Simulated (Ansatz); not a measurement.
Molecule: sum formula SiAsH4 (charge 0, doublet). It need not be the lowest isomer of its formula. 
Structure (B3LYP-D3(BJ)/def2-TZVP (Ansatz, a program for electronic structure) minimum search):
```xyz
6

Si    -1.5078     0.1377     0.3505
As     0.7860    -0.1027    -0.2172
H     -2.3121    -0.7446    -0.5262
H     -1.9512     1.5403     0.1591
H     -1.7412    -0.2460     1.7643
H      1.1758     0.9123     0.8614
```
Charge 0, spin multiplicity 2.

Basis-set convergence of Hartree-Fock and CCSD correlation energies (hartree) with Ansatz. Correlated levels leave the core frozen unless marked. UHF or UKS for open shells. No spin-orbit coupling. The frozen core is the preceding noble-gas configuration, with the filled d and f shells of earlier blocks. No relativistic terms.

| basis | functions | E(HF) | E(corr, CCSD) |
|---|---|---|---|
| def2-SVPD | 94 | -2525.08341 | -0.24950 |
| def2-TZVPPD | 170 | ? | ? |

Question: Complete the blanks.

Answer: 
- def2-TZVPPD, E(HF): -2525.46347
- def2-TZVPPD, E(corr, CCSD): -0.29192
